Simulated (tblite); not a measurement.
Compound: C₂H₆Br₂O₂Si₂.
Numbering: `[SiH3:1][O:2]/[C:3]([Br:4])=[CH:5]/[O:6][SiH2:7][Br:8]` (hydrogens: H9, H10, H11 on Si1; H12 on C5; H13, H14 on Si7)

Computed with GFN2-xTB (tblite), gas phase: L-BFGS steps from a force-field or distance-geometry start until the largest atomic force falls under 0.01 eV/Å.

Step 132: E = -741.5767 eV
```
atom  x, y, z in Å  |  force x, y, z in eV/Å
Si1    -3.1591   -0.1411    0.1183   -0.042  -0.038   0.024
O2     -1.7173    0.3506    0.7362   -0.010   0.034  -0.005
C3     -0.4487    0.1269    0.4456    0.027  -0.004   0.005
Br4    -0.0644   -0.3627   -1.3628    0.018  -0.030  -0.021
C5      0.5180    0.2569    1.3512   -0.029   0.054   0.010
O6      1.8333    0.1102    1.1915    0.026  -0.013  -0.018
Si7     2.8705   -0.0364   -0.0458    0.004  -0.006  -0.007
Br8     4.7581    0.1258    1.0636   -0.001   0.006   0.026
H9     -3.2183    0.0745   -1.3279    0.022   0.006   0.064
H10    -3.9681    0.7815    0.8967   -0.012  -0.056  -0.021
H11    -3.3246   -1.5659    0.4236    0.010   0.081  -0.034
H12     0.2403    0.5392    2.3601   -0.018  -0.028   0.019
H13     2.8145    1.0959   -0.9487    0.011   0.013  -0.034
H14     2.8651   -1.3558   -0.6438   -0.006  -0.020  -0.008
```

Step 133: E = -741.5779 eV
```
atom  x, y, z in Å  |  force x, y, z in eV/Å
Si1    -3.1557   -0.1463    0.1166   -0.040   0.018   0.033
O2     -1.7184    0.3559    0.7379   -0.015   0.033  -0.013
C3     -0.4495    0.1342    0.4468   -0.016  -0.010  -0.042
Br4    -0.0668   -0.3586   -1.3621    0.016  -0.030  -0.006
C5      0.5159    0.2684    1.3514    0.027   0.039   0.028
O6      1.8314    0.1165    1.1939    0.013   0.005  -0.005
Si7     2.8672   -0.0409   -0.0424    0.020  -0.029  -0.022
Br8     4.7594    0.1196    1.0580    0.002   0.013   0.038
H9     -3.2255    0.0985   -1.3241    0.027  -0.008   0.056
H10    -3.9715    0.7579    0.9099   -0.012  -0.065  -0.018
H11    -3.2997   -1.5758    0.4016    0.001   0.054  -0.034
H12     0.2371    0.5542    2.3584   -0.016  -0.024   0.038
H13     2.8152    1.0803   -0.9575    0.008   0.036  -0.040
H14     2.8601   -1.3645   -0.6304   -0.016  -0.032  -0.012
```

Step 134: E = -741.5789 eV
```
atom  x, y, z in Å  |  force x, y, z in eV/Å
Si1    -3.1527   -0.1505    0.1163   -0.026   0.058   0.017
O2     -1.7197    0.3611    0.7403    0.015   0.029  -0.031
C3     -0.4503    0.1403    0.4473   -0.063  -0.007  -0.047
Br4    -0.0677   -0.3605   -1.3591    0.006  -0.030  -0.004
C5      0.5142    0.2802    1.3513    0.069   0.015   0.033
O6      1.8296    0.1212    1.1955   -0.001   0.026  -0.001
Si7     2.8642   -0.0452   -0.0407    0.016  -0.034  -0.029
Br8     4.7586    0.1129    1.0549    0.011   0.017   0.048
H9     -3.2296    0.1205   -1.3191    0.029  -0.020   0.045
H10    -3.9745    0.7359    0.9215   -0.028  -0.058   0.001
H11    -3.2774   -1.5837    0.3807   -0.008   0.020  -0.030
H12     0.2327    0.5697    2.3561   -0.001  -0.020   0.045
H13     2.8171    1.0688   -0.9646    0.005   0.042  -0.036
H14     2.8549   -1.3712   -0.6227   -0.022  -0.038  -0.011
```

Step 135: E = -741.5801 eV
```
atom  x, y, z in Å  |  force x, y, z in eV/Å
Si1    -3.1502   -0.1554    0.1161   -0.002   0.078   0.007
O2     -1.7214    0.3671    0.7424    0.006   0.023  -0.028
C3     -0.4522    0.1454    0.4494   -0.069  -0.001  -0.073
Br4    -0.0719   -0.3684   -1.3542    0.005  -0.031   0.000
C5      0.5132    0.2963    1.3500    0.092  -0.018   0.017
O6      1.8281    0.1281    1.1960   -0.008   0.047  -0.009
Si7     2.8622   -0.0500   -0.0395    0.014  -0.034  -0.031
Br8     4.7578    0.1018    1.0552    0.008   0.019   0.048
H9     -3.2358    0.1493   -1.3115    0.028  -0.031   0.027
H10    -3.9784    0.7062    0.9388   -0.044  -0.049   0.022
H11    -3.2524   -1.5946    0.3506   -0.013   0.009  -0.027
H12     0.2303    0.5944    2.3510    0.008  -0.010   0.076
H13     2.8229    1.0585   -0.9716    0.000   0.032  -0.022
H14     2.8471   -1.3792   -0.6149   -0.025  -0.033  -0.007
```

Task: Estimate the geometry and energy of step 136. (The exact step hangs on the optimiser's Hessian estimate; all steps are aligned on step 135, rigid shifts and turns removed.)

Result: E = -741.5818 eV, largest force 0.093 eV/Å
```
atom  x, y, z in Å  |  force x, y, z in eV/Å
Si1    -3.1474   -0.1620    0.1159    0.007   0.084  -0.025
O2     -1.7250    0.3690    0.7494    0.037   0.013  -0.044
C3     -0.4553    0.1522    0.4512   -0.051   0.019  -0.027
Br4    -0.0770   -0.3792   -1.3469   -0.006  -0.032   0.000
C5      0.5123    0.3223    1.3471    0.070  -0.059  -0.017
O6      1.8268    0.1470    1.1939   -0.006   0.067  -0.026
Si7     2.8605   -0.0573   -0.0394    0.007  -0.025  -0.018
Br8     4.7575    0.0852    1.0564   -0.007   0.021   0.041
H9     -3.2442    0.1931   -1.2999    0.026  -0.041   0.029
H10    -3.9825    0.6596    0.9699   -0.063  -0.044   0.038
H11    -3.2229   -1.6103    0.2990   -0.015   0.014  -0.023
H12     0.2267    0.6316    2.3440    0.033  -0.009   0.075
H13     2.8360    1.0427   -0.9844   -0.006   0.004  -0.002
H14     2.8338   -1.3945   -0.5983   -0.026  -0.011   0.000
```

The energy changes by -0.0017 eV. The first-order estimate −F·Δx gives -0.0023 eV and the mean of the old and new forces, exact on a quadratic surface, -0.0017 eV. The step makes an angle of 85° with the force vector and moves no atom by more than 0.062 Å.

What follows is the cost of the whole relaxation. The run took 2.0 s on an Arm Neoverse V1 with one thread, shared host with 32 logical CPUs at a one-minute load of 21.
